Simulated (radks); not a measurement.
Results of a calculation; reference values are marked as such.
Coherent X-ray form factor from a spherical all-electron density. Code: a radial shooting solver on a logarithmic mesh with Libxc functionals. Model: scalar-relativistic Kohn-Sham, LB94 model potential, spin-polarised, spherical densities, finite nucleus; Fermi nuclear charge, rms radius of each element as measured or else 0.836 A^(1/3) + 0.57 fm.

| sin(theta)/lambda (1/angstrom) | f0 (electrons) |
|---|---|
| 0.05 | 49.550 |
| 0.1 | 48.265 |
| 0.15 | 46.326 |
| 0.2 | 43.966 |
| 0.25 | 41.416 |
| 0.3 | 38.854 |
| 0.4 | 34.094 |
| 0.5 | 30.020 |
| 0.6 | 26.608 |
| 0.8 | 21.523 |
| 1 | 18.250 |
| 1.25 | 15.475 |
| 1.5 | 13.158 |
| 2 | 9.197 |

The species is in the configuration that NIST lists as its ground one. Which atom or ion scatters so?

Answer. The barium ion Ba6+, [Kr] 4d10 5s2 5p2. Extrapolating in s^2 from the first two rows gives f0(0) = 50.0, near the electron count 50; among species with that count, the fall with angle is slower the higher Z, and the table is that of Z = 56; from so few rows the species is fixed only to a neighbour or two.
